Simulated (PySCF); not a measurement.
## H₃CrN, singlet: molecular constants

Level of theory: PySCF, PBE0, basis Cr def2-TZVP, N def2-TZVP, H def2-TZVP (no relativity, density fitting).

The structure is a higher-order saddle point with 2 imaginary modes.

Coordinates in bohr (charge 0 multiplicity 1):
```
Cr    0.0000    0.4427    0.0000
N     0.0000   -2.3810    0.0000
H     1.9656    3.2356    0.0000
H     0.0000    3.7938    0.0000
H    -1.9656    3.2356    0.0000
```

| Property | Result |
| --- | --- |
| Point group | C2v |
| Bond lengths | Cr–H 1.773 Å, Cr–H 1.807 Å (×2), Cr–N 1.494 Å |
| Bond angles | H–Cr–H 35.1° (×2), H–Cr–H 70.3°, H–Cr–N 144.9° (×2), H–Cr–N 180.0° |
| Principal polarisabilities | 25.2, 41.5, 57.3 bohr³ |
| Atomisation energy without zero-point energy | 763 kJ/mol |
| Dipole moment | 1.71 D |
| Zero-point energy (real modes) | 54.3 kJ/mol |
| Principal quadrupole moments (Buckingham, traceless) about the centre of mass | -4.86, -0.54, 5.40 D Å |
| Rotational constants | 7.73, 0.4809, 0.4528 cm⁻¹ |
| Highest occupied level | -6.78 eV |
| Lowest empty level | -2.67 eV |

Harmonic modes (masses in u: Cr 51.941, N 14.003, H 1.008):
```csv
symmetry,ω (cm⁻¹),IR (km/mol),μ (u),type
b2,1228i,–,1.01,bend
b1,421i,–,1.47,bend
b2,386,0.0,1.51,bend
a1,995,54.8,1.05,mixed
a1,1231,229,15.35,stretch
b1,1323,14.3,1.01,bend
b2,1507,310,1.03,stretch
a1,1745,115,1.01,mixed
a1,1892,73.1,1.01,stretch
```

In C2v the vibrations span 3b2 + 2b1 + 4a1. Here b1 is antisymmetric to the molecular plane and b2 lies in it.

Charges (e):
```csv
atom,Mulliken,Löwdin,polar tensor,Mayer order to Cr1
Cr1,0.67,0.19,1.13,–
N2,-0.50,-0.21,-0.84,2.79
"H3,5",-0.14,-0.05,-0.38,0.47
H4,0.12,0.13,0.46,0.34
```
Other Mayer orders above 0.3: H–H 0.34 (×2).

Mulliken populations on Cr1: s 6.20, p 12.36, d 4.76, f 0.01.

Outer orbital energies (eV). occupied: -19.83, -14.09, -9.67, -9.16, -8.71, -7.40, -6.78; empty: -2.67, -2.31, -1.73, 0.00.

Stability towards spin polarisation was not tested. Only a few start shapes were tried, so a lower isomer may exist. At this level a singlet minimum of C1 symmetry lies 151 kJ/mol below this structure.

The final relaxation and frequency run took about 110 core-seconds on a shared host.
